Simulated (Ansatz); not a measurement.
Consider the cleavage of the Si–Ga bond: `F[SiH2][GaH2]` + `[SiH3]N[SiH3]` → `F[SiH2]N([SiH3])[SiH3]` + `[GaH3]`.

Gas-phase electronic energies from Ansatz, PBE0-D4/def2-TZVP geometries. CCSD(T)/CBS is the MP2 limit (def2-TZVPP, def2-QZVPP) plus CCSD(T) − MP2 in def2-TZVPP, frozen cores. This one scheme is used for every species. DFT in def2-TZVPP. B3LYP here is the variant with VWN-RPA as its local correlation; programs differ in this. For Ga outer-core shells are correlated without core-valence functions, which leaves a few kJ/mol of doubt a bond. Scalar relativity is left out up to krypton. One conformer a species, not always the lowest.

CCSD(T)/CBS gives -74.6 kJ/mol.

Q: Another level gave -63.7 kJ/mol. Which?
A. BHLYP-D4/def2-TZVPP
B. LDA (SPW92)/def2-TZVPP
C. r2SCAN/def2-TZVPP
D. B3LYP/def2-TZVPP

A: B. LDA (SPW92) -63.7, BHLYP-D4 -79.0, B3LYP -59.4, r2SCAN -69.2 kJ/mol.

Largest T1 diagnostic among the species: 0.013.

At CCSD(T), def2-SVP lies −3.5 kJ/mol from the extrapolated value and def2-TZVPP −2.6 kJ/mol. From BLYP to BHLYP (50 % exact exchange), in def2-TZVPP and without D4, ΔE moves by −18.0 kJ/mol. Leaving LDA and LC-ωPBE aside and taking each functional with its dispersion term where it has one, the values, not all of them listed here, spread over 21.6 kJ/mol, from BHLYP-D4 to PBE-D4. LDA lies −13.4 kJ/mol from PBE without D4.
